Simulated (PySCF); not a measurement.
Vertical excitations of a molecule C₃H₆F₂Si from PySCF 2.14.0 with TDDFT-PBE/def2-SVPD, as energy in eV (oscillator strength): 5.50 (0.001), 6.22 (0.068), 6.25 (0.157), 6.50 (0.003), 6.55 (0.076), 6.84 (0.007), 7.08 (0.058), 7.39 (0.046), 7.56 (0.001), 7.71 (0.021). Lowest triplet (TDA): 4.43 eV. Geometry optimised at PBE0-D3(BJ)/def2-SVP. The values are those of a single conformer.

**Question.** Identify the compound among the candidates.
A) FC(F)=CC[SiH3]
B) F[C@@H]1C([SiH3])[C@H]1F
C) F[C@H]1C[Si@@H](F)C1
D) C=C([SiH3])C(F)F

**Answer.** A, FC(F)=CC[SiH3]
